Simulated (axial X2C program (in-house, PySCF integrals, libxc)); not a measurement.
# Testing model relations on GaF

A bond curve at the CCSD(T) level, 2c, was computed with an in-house relativistic program for diatomic molecules (basis Ga dyall-cv3z [9s9p7d4f1g], F dyall-av3z [7s6p3d2f] (cores contracted in-house)) for the state Ω = 0 (closed shell). Its fit gives Re = 1.7916 Å, ωe = 611.6 cm⁻¹, ωexe = 3.23 cm⁻¹ and αe = 2.796e-03 cm⁻¹; the masses are 68.9256 and 18.9984 u. Two-component means X2C with spin–orbit coupling and atomic mean-field Coulomb and Gaunt terms.

Correlated methods: 10 electrons correlated (number of frozen shells: Ga 3 s, 2 p, 1 d; F 1 s), 258 virtual spin orbitals or spinors in MP2, 90 natural virtuals in coupled cluster.

Q: Find the reduced mass, Be and the force constant.

A: From the CCSD(T) values: μ = 14.8933 u. Be = 16.8576/(μ Re²) = 0.3526 cm⁻¹. k = 5.8918×10⁻⁷ μ ωe² = 3.28 mdyn/Å.

Q: Estimate De from a Morse curve and compare with the computed well depth of 6.004 eV to Ga + F.

A: De(Morse) = ωe²/(4ωexe) = 3.590 eV against 6.004 eV computed, a ratio of 0.60. The extrapolation falls short: long-range attraction (ionic or ion–induced dipole) or a change of character along the curve can cause this.

Q: Give B0, the J = 1←0 line in GHz and the most populated J at 300 K (kT = 208.5 cm⁻¹).

A: B0 = Be − αe/2 = 0.3512 cm⁻¹; 2B0 = 21.06 GHz; J(max) ≈ √(kT/2B0) − 1/2 = 16.7, so J = 17.

Q: A Morse curve ties αe to the other constants (Pekeris). How well does that hold?

A: αe(Morse) = 6Be²/ωe × (√(ωexe/Be) − 1) = 2.472e-03 cm⁻¹; the CCSD(T) curve gives 2.796e-03 cm⁻¹, a ratio of 0.88.

Q: Estimate the centrifugal constant by the Kratzer relation.

A: D = 4Be³/ωe² = 4.69e-07 cm⁻¹.

Occupations by symmetry block were frozen at the best pattern of an incomplete PBE0 search. Dissociation energies refer to the lowest single-determinant-based atoms at the same level and basis. CCSD and (T) use frozen natural virtuals with an MP2 correction for the truncation; (T) itself is uncorrected, so its De runs slightly low. With the outer-core shells frozen, correlated bond lengths of heavy atoms tend to come out a few hundredths of an ångström too long.
